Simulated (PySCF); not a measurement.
Vertical excitations of a molecule C₂H₉FSi₃ from TDA-PBE/def2-SVPD in PySCF, as energy in eV (oscillator strength): 5.36 (0.011), 5.63 (0.019), 5.83 (0.039), 5.85 (0.007), 6.06 (0.080), 6.30 (0.016). Lowest triplet (TDA): 4.72 eV. Geometry optimised at PBE0-D3(BJ)/def2-SVP. Other conformers were not sampled.

Q: Pick the molecule that these values belong to.
(A) F[C@@H]1[SiH2][SiH2][C@H]1[SiH3]
(B) F[C@H]1[SiH2]C[Si@@H]1[SiH3]
(C) F[Si@@H]1C[C@@H]([SiH3])[SiH2]1
(D) F[SiH2][Si@H]1CC[SiH2]1

A: C, F[Si@@H]1C[C@@H]([SiH3])[SiH2]1
